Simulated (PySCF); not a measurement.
SrIn⁻: from constants to spectrum

ROHF-MP2 constants of SrIn⁻, ³Σ⁻ (triplet), unpaired electrons π ↑↑ (basis Sr def2-SVPD with ECP28, In def2-SVPD with ECP28; scalar-relativistic core potentials; PySCF 2.14; masses 87.9056 and 114.9039 u):

- ωe: 105.7 cm⁻¹
- ωexe: 0.436 cm⁻¹
- Be: 0.031266 cm⁻¹
- αe: 0.000149 cm⁻¹
- D (centrifugal): 1.09e-08 cm⁻¹

Question: Give the vibrational terms G(v) and spacings up to v = 6.

Answer: G(v) = ωe(v+½) − ωexe(v+½)².

| v | G(v) (cm⁻¹) | G(v) − G(v−1) | Bv (cm⁻¹) |
| --- | --- | --- | --- |
| 0 | 52.7 |  | 0.03119 |
| 1 | 157.6 | 104.8 | 0.03104 |
| 2 | 261.5 | 104.0 | 0.03089 |
| 3 | 364.6 | 103.1 | 0.03074 |
| 4 | 466.8 | 102.2 | 0.03060 |
| 5 | 568.2 | 101.3 | 0.03045 |
| 6 | 668.6 | 100.5 | 0.03030 |

Correlated steps freeze 4 core orbitals. Spin–orbit coupling is left out, which matters for elements this heavy, above all for dissociation energies. The state was picked by a PBE0 search and need not be the measured ground state.
